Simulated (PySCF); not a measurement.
Si(OSiH3)2(NHSiH3)(Cl) (ClH10NO2Si4), SMILES Cl[Si](N[SiH3])(O[SiH3])O[SiH3]. Atoms are numbered in the order given.

```xyz
18

Si    -2.2741    -2.0387     0.7071
N     -0.5470    -1.7651     0.5614
Si     0.1740    -0.2936     0.1040
Cl     0.9401    -0.3054    -1.8352
O      1.4373     0.0863     1.0751
Si     2.9166     0.8637     1.0022
O     -1.0253     0.8247     0.1373
Si    -1.6531     2.0824    -0.7698
H     -2.4638    -3.5107     0.8610
H     -2.9862    -1.5676    -0.5163
H     -2.8737    -1.3509     1.8889
H      0.0660    -2.5373     0.8107
H      2.7825     2.1680     0.2910
H      3.9089     0.0064     0.2940
H      3.3622     1.0972     2.4020
H     -2.7434     2.6998     0.0315
H     -0.5924     3.0946    -1.0432
H     -2.1969     1.5667    -2.0577
```

Geometry optimised at r2SCAN-D4/def2-SVP. Other conformers were not sampled.

Calculation: SMD-M06-2X/6-31G* run with PySCF.

Solvation free energies are E(SMD) − E(gas) at the gas-phase geometry, for 1 M in both phases. In vacuum the dipole moment is 0.95 D.

Computed solvation free energies in water, benzene, ethanol:
| solvent | ΔG(solv) (kcal/mol) | its non-electrostatic (CDS) part | dipole (D) |
|---|---|---|---|
| water | 1.5 | 5.8 | 1.16 |
| benzene | -3.3 | -1.7 | 1.08 |
| ethanol | -4.5 | -0.5 | 1.16 |
